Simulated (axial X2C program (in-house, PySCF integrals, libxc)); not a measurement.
# LiRh: from the spin-free to the two-component result

All values were computed with an axial X2C code built on PySCF integrals. Spin-free means the one-electron spin-free X2C Hamiltonian; two-component (2c) means X2C with spin–orbit coupling and atomic mean-field two-electron Coulomb and Gaunt terms, so the difference of the two also holds small scalar two-electron terms. Basis: Rh dyall-cv3z [12s12p8d5f3g], Li dyall-cv3z [7s8p2d] (cores contracted in-house); Gaussian nuclei, density fitting, unrestricted open shells. Masses: Rh 102.906 u, Li 7.016 u.

Spin-free state: M_S = 1, Λ = 2 (beyond evenly filled blocks: σα, δ+α, δ+β, δ-α); fragments Rh + Li.

```tsv
level	Re (Å)	ωe (cm⁻¹)	De (eV)	μ (D)
PBE0	2.387	366.7	1.562	4.24
CCSD	2.449	373.8	1.515	n/a
CCSD(T)	2.432	389.0	1.639	n/a
TPSS	2.347	392.1	1.811	4.20
```

Correlated methods: 10 electrons correlated (number of frozen shells: Rh 4 s, 3 p, 1 d; Li 1 s), 254 virtual spin orbitals or spinors in MP2, 90 natural virtuals in coupled cluster.

Dipoles are positive if Li is the positive end.

Two-component determinant lowest at the distance of the search:

Ω = 3 (⟨Sz⟩ = 0.98, ⟨Lz⟩ = 2.02 at HF); fragments Rh + Li.

| level | Re (Å) | ωe (cm⁻¹) | μ (D) |
| --- | --- | --- | --- |
| PBE0 | 2.390 | 367.0 | 4.23 |
| CCSD | 2.450 | 376.2 | n/a |
| CCSD(T) | 2.433 | 390.5 | n/a |
| TPSS | 2.348 | 391.8 | 4.19 |

**Question.** From the two tables, how do the constants change at the CCSD(T) level (2c against spin-free)?

**Answer.** At the CCSD(T) level Re rises by 0.001 Å and ωe increases by 1.5 cm⁻¹.

Occupations by symmetry block were frozen at the best pattern of an incomplete PBE0 search. Dissociation energies refer to the lowest single-determinant-based atoms at the same level and basis. De is not given where an atomic determinant may have missed its ground term or J level, or where the truncated virtual space spoils (T). Density functionals use the spin component along the axis (collinear). CCSD and (T) use frozen natural virtuals with an MP2 correction for the truncation; (T) itself is uncorrected, so its De runs slightly low. Other states lie close and PBE0, whose exact exchange favours high spin, may order them wrongly; the determinant shown need not be the ground state. The nearest other spin-free determinant of the search, M_S = 1, Λ = 3, lies 0.33 eV up at the distance of the search. Without a current term, density functionals place determinants with orbital angular momentum somewhat too high. With several unpaired electrons one determinant need not be a pure state. The determinant is spin-polarised beyond a pure state at some levels (its spin-free form has ⟨S²⟩ too high), which makes Re and μ there less reliable. The T1 diagnostic is large, a sign of multireference character.
